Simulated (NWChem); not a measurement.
System: SiH$_{4}$O; SMILES O[SiH3]

Input file for NWChem:

```
start job
memory heap 200 mb stack 900 mb global 1100 mb
geometry units angstroms noautosym nocenter noautoz
  Si    -0.020039    -0.495117     0.000000
  O     -0.075849     1.169752     0.000000
  H      0.682283    -1.032242     1.208873
  H     -1.433127    -0.959412     0.000000
  H      0.682283    -1.032242    -1.208873
  H      0.766438     1.632662     0.000000
end
basis spherical
  * library def2-svp
end
dft
  xc b3lyp
  iterations 150
end
cosmo
  do_cosmo_smd true
  solvent methanol
end
task dft energy
```

Output (shortened):

```
             Northwest Computational Chemistry Package (NWChem) 7.3.0
             --------------------------------------------------------

                             Geometry "geometry" -> ""
                             -------------------------

 Output coordinates in angstroms (scale by  1.889725989 to convert to a.u.)

  No.       Tag          Charge          X              Y              Z
 ---- ---------------- ---------- -------------- -------------- --------------
    1 Si                  14.0000    -0.02003900    -0.49511700     0.00000000
    2 O                    8.0000    -0.07584900     1.16975200     0.00000000
    3 H                    1.0000     0.68228300    -1.03224200     1.20887300
    4 H                    1.0000    -1.43312700    -0.95941200     0.00000000
    5 H                    1.0000     0.68228300    -1.03224200    -1.20887300
    6 H                    1.0000     0.76643800     1.63266200     0.00000000

 Effective nuclear repulsion energy (a.u.)      64.1972102928

                                 NWChem DFT Module
                                 -----------------

 Summary of "ao basis" -> "ao basis" (spherical)
 ------------------------------------------------------------------------------
       Tag                 Description            Shells   Functions and Types
 ---------------- ------------------------------  ------  ---------------------
 Si                         def2-svp                 8       18   4s3p1d
 O                          def2-svp                 6       14   3s2p1d
 H                          def2-svp                 3        5   2s1p

 in cosmo_initialize ...
 calling solv_data for solv:methanol

 solvent parameters
 solvname_short: methanol
 solvname_long:  methanol
 dielec:       32.6130
 dielecinf:     1.7657
 nonaqueous SMD model solvent descriptors
 dielec:       32.6130
 sola:          0.4300
 solb:          0.4700
 solc:          0.0000
 solg:         31.7700
 solh:          0.0000
 soln:          1.3288

          ---------------
          -cosmo- solvent
          ---------------
 Cosmo: York-Karplus, doi: 10.1021/jp992097l
 dielectric constant -eps-     =  32.61
 screen = (eps-1)/(eps    )    =   0.96934
 surface charge correction     = lagrangian

   van der Waals surface
 --------------------------

 ---------- ATOMIC COORDINATES (A.U.) ------------ VDWR(ANG.) --
     1   -0.03786822   -0.93563546    0.00000000     2.470
     2   -0.14333383    2.21051075    0.00000000     1.520
     3    1.28932792   -1.95065453    2.28443872     1.200
     4   -2.70821734   -1.81302579    0.00000000     1.200
     5    1.28932792   -1.95065453   -2.28443872     1.200
     6    1.44835781    3.08528381    0.00000000     1.200
 number of segments per atom =        128
 number of   points per atom =        128
 atom (   nspa,  nppa )
 ----------------------
    1 (    100,     0 )       0
    2 (     46,     0 )       0
    3 (     33,     0 )       0
    4 (     30,     0 )       0
    5 (     33,     0 )       0
    6 (     64,     0 )       0
 number of -cosmo- surface points =      306
 molecular surface =     82.305 angstrom**2
 molecular volume  =     72.307 angstrom**3
 -lineq- algorithm             =   0
 -bem- low  level              =   3
 -bem- from -octahedral-
 gaussian surface charge width =   4.50000
 degree of switching           =   1.00000
 switching function tolerance  =   0.00010
 atomic radii =
 --------------
    1 14.000  2.470
    2  8.000  1.520
    3  1.000  1.200
    4  1.000  1.200
    5  1.000  1.200
    6  1.000  1.200
 ...... end of -cosmo- initialization ......

 nat:                     6
 ixmem:                  2111
 calling mnsol_interface()
 G(SMD-CDS) energy (kcal/mol)  =     0.567
 SMD-CDS SASA (angstrom**2)    =   101.472

[...]

                                COSMO-SMD solvation results
                                ---------------------------

             internal energy in gas <Psi(g)|H|Psi(g)> =      -367.015951252749
         internal energy in solvent <Psi(s)|H|Psi(s)> =      -367.014874614008
                               delta internal energy  =         0.001076638741 (    0.68 kcal/mol)
   total free energy in solvent <Psi(s)|H+V/2|Psi(s)> =      -367.024023438555
 polarization energy contribution <Psi(s)|V/2|Psi(s)> =        -0.009148824547 (   -5.74 kcal/mol)
    total free energy in solvent including G(SMD-CDS) =      -367.023119794994
                       G(SMD-CDS) energy contribution =         0.000903643561 (    0.57 kcal/mol)
     1 M fixed-concentration free energy of solvation =        -0.007168542245 (   -4.50 kcal/mol)

                       DFT Final Molecular Orbital Analysis
                       ------------------------------------

 Vector   11  Occ=2.000000D+00  E=-3.796062D-01
              MO Center=  1.9D-01,  4.7D-02,  2.6D-09, r^2= 2.4D+00
   Bfn.  Coefficient  Atom+Function         Bfn.  Coefficient  Atom+Function
  ----- ------------  ---------------      ----- ------------  ---------------
    24      0.387914  2 O  pz                27      0.276522  2 O  pz
    10      0.254226  1 Si pz                13      0.223131  1 Si pz
    33      0.224063  3 H  s                 43     -0.224063  5 H  s
     7     -0.147734  1 Si pz                34      0.087452  3 H  s
    44     -0.087452  5 H  s                 17     -0.036824  1 Si d  1

 Vector   12  Occ=2.000000D+00  E=-3.328381D-01
              MO Center= -3.0D-01, -2.7D-01,  1.1D-09, r^2= 2.8D+00
   Bfn.  Coefficient  Atom+Function         Bfn.  Coefficient  Atom+Function
  ----- ------------  ---------------      ----- ------------  ---------------
    38      0.309912  4 H  s                 22      0.285150  2 O  px
    39      0.235806  4 H  s                  8     -0.232785  1 Si px
    25      0.197254  2 O  px                33     -0.192266  3 H  s
    43     -0.192266  5 H  s                 23     -0.179963  2 O  py
    26     -0.146609  2 O  py                21     -0.140777  2 O  s

 Vector   13  Occ=2.000000D+00  E=-3.065863D-01
              MO Center=  2.3D-01,  1.5D-01, -4.9D-09, r^2= 2.6D+00
   Bfn.  Coefficient  Atom+Function         Bfn.  Coefficient  Atom+Function
  ----- ------------  ---------------      ----- ------------  ---------------
    24      0.477293  2 O  pz                27      0.369030  2 O  pz
    33     -0.250187  3 H  s                 43      0.250187  5 H  s
    34     -0.218116  3 H  s                 44      0.218116  5 H  s
    10     -0.162349  1 Si pz                15      0.090468  1 Si d -1
     7      0.084242  1 Si pz                17      0.041795  1 Si d  1

 Vector   14  Occ=0.000000D+00  E= 1.915645D-02
              MO Center=  2.0D-01, -1.5D-01,  2.6D-09, r^2= 3.8D+00
   Bfn.  Coefficient  Atom+Function         Bfn.  Coefficient  Atom+Function
  ----- ------------  ---------------      ----- ------------  ---------------
    12      1.050864  1 Si py                21     -0.775364  2 O  s
    49      0.349776  6 H  s                 39      0.310233  4 H  s
    34      0.209409  3 H  s                 44      0.209409  5 H  s
     9      0.201501  1 Si py                26      0.159214  2 O  py
    20     -0.154003  2 O  s                 25     -0.149710  2 O  px

 Vector   15  Occ=0.000000D+00  E= 7.648278D-02
              MO Center=  1.1D-01, -5.4D-01, -1.6D-09, r^2= 3.7D+00
   Bfn.  Coefficient  Atom+Function         Bfn.  Coefficient  Atom+Function
  ----- ------------  ---------------      ----- ------------  ---------------
    11      1.585168  1 Si px                39      1.229525  4 H  s
    34     -0.755430  3 H  s                 44     -0.755430  5 H  s
     8      0.249540  1 Si px                21      0.197992  2 O  s
    49     -0.186228  6 H  s                 25     -0.175487  2 O  px
    38      0.161986  4 H  s                  4      0.141667  1 Si s

 Vector   16  Occ=0.000000D+00  E= 8.361853D-02
              MO Center= -1.3D-01, -5.4D-01, -1.7D-08, r^2= 3.7D+00
   Bfn.  Coefficient  Atom+Function         Bfn.  Coefficient  Atom+Function
  ----- ------------  ---------------      ----- ------------  ---------------
    13      1.541142  1 Si pz                34     -1.113006  3 H  s
    44      1.113007  5 H  s                 27     -0.268726  2 O  pz
    10      0.252995  1 Si pz                24     -0.193818  2 O  pz
    17      0.151711  1 Si d  1              33     -0.143930  3 H  s
    43      0.143930  5 H  s                  7     -0.141117  1 Si pz

     Multipole analysis of the density
     ---------------------------------

     L   x y z        total         alpha         beta         nuclear
     -   - - -        -----         -----         ----         -------
     0   0 0 0     -0.000000    -13.000000    -13.000000     26.000000

     1   1 0 0      0.686034      0.522032      0.522032     -0.358029
     1   0 1 0      0.070831     -0.942654     -0.942654      1.956139
     1   0 0 1      0.000000      0.000000      0.000000      0.000000

     2   2 0 0    -14.992370    -13.966858    -13.966858     12.941347
     2   1 1 0      2.474439      0.082269      0.082269      2.309900
     2   1 0 1      0.000000      0.000000      0.000000      0.000000
     2   0 2 0    -14.921426    -43.342113    -43.342113     71.762799
     2   0 1 1     -0.000000     -0.000000     -0.000000      0.000000
     2   0 0 2    -16.277800    -13.357560    -13.357560     10.437321
```

Level: B3LYP/def2-SVP, SMD on the gas-phase geometry. The geometry was optimised at PBE0/def2-SVP. Solvent: methanol.
